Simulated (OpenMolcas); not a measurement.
Sc2+ among 6 point charges of -2 e arranged as an octahedron (Oh).

```json
{
 "Program": "OpenMolcas",
 "Method": "CASSCF",
 "Basis": "ANO-RCC-VDZP [5s4p2d1f]",
 "Scalar Hamiltonian": "DKH2, point nucleus",
 "Active space": "1 electron in 5 orbitals (3d)",
 "State averaging": "2S+1 = 2 even, 5 roots",
 "Spin-orbit coupling": "RASSI with atomic mean-field integrals over the reference wave functions"
}
```

All point charges move together. At R = 2.03 Å |10Dq| is 21720 cm-1, and at R = 2.35 Å it is 10722 cm-1.

Problem. A third run gives 17099 cm-1. What distance was it run at?

Solution. With a power law R^-n the two known points give n = -ln(10722 / 21720) / ln(2.35 / 2.03) = 4.82. Then R = 2.03 × (21720 / 17099)^(1/4.82) = 2.133 Å. The run was at 2.13 Å, so the estimate is off by +0.003 Å.

An orbital triplet at a regular site is open to Jahn-Teller coupling, which can distort the site and quench the lowest spin-orbit gaps and is left out. This is an electrostatic model: the charges have no orbitals. No measured value stands beside these numbers.
